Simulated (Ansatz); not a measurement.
Geometry optimisation, Ansatz 0.2.0, RKS PBE0-D4/def2-SVP.

input.yaml

```yaml
crystal:
  periodic: [false, false, false]
  atoms:
    - { symbol: F, position_ang: [-1.3363, -1.1609, -0.1714] }
    - { symbol: Si, position_ang: [-0.4888, -0.0468, -0.9759] }
    - { symbol: O, position_ang: [-0.0585, 1.1569, -0.0433] }
    - { symbol: P, position_ang: [1.1284, 0.6743, 0.9824] }
    - { symbol: H, position_ang: [0.5984, -0.7283, -1.751] }
    - { symbol: H, position_ang: [0.199, 0.0408, 1.9131] }
basis:
  gaussian: { orbitals: def2-SVP }
hamiltonian:
  xc: pbe0
  dispersion: d4
relax:
  f_tol: 0.02
  max_steps: 50
```

Launched with:

```bash
$ ansatz run input.yaml --threads 1 --pin off --max-ram 2048MiB --backend cpu --events-out ev --progress --plain --runs-dir out
```

Question: Where does it end, and by what steps?

Answer: The forces met the threshold. The force dipped under the threshold on the way, but the program's further checks kept it going. After 30 steps the energy has fallen by 2.420 eV; H5 moved furthest, 2.42 Å. Parted: Si2–P4, Si2–H5. Joined: P4–H5.

```
step  energy less start (eV)  largest force component (eV/Å)  accepted
   0                  0.0000                           4.415       yes
   2                 -0.6609                           0.511       yes
   4                 -0.8202                           0.903       yes
   6                 -1.4279                           1.169       yes
   8                 -1.7821                           2.020       yes
  10                 -2.0265                           0.356       yes
  12                 -2.1403                           0.654       yes
  14                 -2.2468                           1.183       yes
  16                 -2.3510                           0.728       yes
  18                 -2.4038                           0.275       yes
  20                 -2.4126                           0.033       yes
  22                 -2.4155                           0.231        no
  24                 -2.4185                           0.029       yes
  26                 -2.4194                           0.051       yes
  28                 -2.4198                           0.010       yes
  30                 -2.4199                           0.013       yes
```

```xyz
6
Properties=species:S:1:pos:R:3
F -2.025 -0.731 0.117
Si -1.560 0.154 -1.187
O -0.050 0.635 -0.706
P 0.958 0.562 0.637
H 2.115 0.053 -0.036
H 0.603 -0.738 1.129
```

The run took 82 s on 1 thread of Arm Neoverse V2 (shared host), peak memory 0.16 GiB.
